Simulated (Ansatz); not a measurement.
Input for Ansatz (development build ahead of 0.2.0):

```yaml
crystal:
  periodic: [false, false, false]
  atoms:
    - { symbol: Be, position_ang: [0.0, 0.0, 0.0] }
    - { symbol: O, position_ang: [0.0, 0.0, 1.8] }
basis:
  gaussian: { orbitals: def2-SVP }
hamiltonian:
  xc: hf
correlation:
  method: mp2
  frozen_orbitals: { Be: 0, O: 1 }
output:
  forces: true
```

The input is written out in the form of the current development build from the run's settings.

The run gave:

```json
{"Converged": "yes", "Reference energy": "-89.21703 hartree", "Correlation energy": "-0.25494 hartree", "Total energy": "-89.47198 hartree", "Spin squared of the determinant": "0.000", "Stability test": "minimum among restricted orbitals"}
```

Forces (eV/Å):
| atom | Fx | Fy | Fz |
| --- | --- | --- | --- |
| Be1 | 0.000 | 0.000 | 11.595 |
| O2 | 0.000 | 0.000 | -11.595 |

Caution: bonds are stretched, where a single reference can fail; an unrestricted determinant lies well below; other determinants can give a lower correlated total.
